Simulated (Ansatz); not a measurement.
Mulliken charges of BrClH2Sn, SMILES `[Cl][SnH2][Br]` from ωB97M-V/def2-TZVPP in Ansatz (PBE0-D4/def2-TZVP geometry).

| atom | x (Å) | y (Å) | z (Å) | charge (e) |
| --- | --- | --- | --- | --- |
| Cl1 | -2.003 | 0.518 | -0.750 | -0.332 |
| Sn2 | 0.075 | 0.078 | 0.180 | 0.734 |
| Br3 | 1.214 | -1.511 | -1.320 | -0.302 |
| H4 | -0.187 | -0.690 | 1.669 | -0.050 |
| H5 | 0.951 | 1.531 | 0.179 | -0.050 |

By hand: the dipole of these point charges (1 e Å = 4.8032 D).

Σ q r = (0.315, 0.300, 0.687) e Å, of length 0.813 e Å = 3.91 D.

How does the dipole of the full density compare? (Estimate.)

Ansatz gave: (0.215, 0.179, 0.431) e Å, 2.47 D; the point charges give 1.58 times that, at 2° from its direction.

Point charges leave out the atoms' own dipoles, such as those of lone pairs, and Mulliken's split depends on the basis, so the two needn't agree.
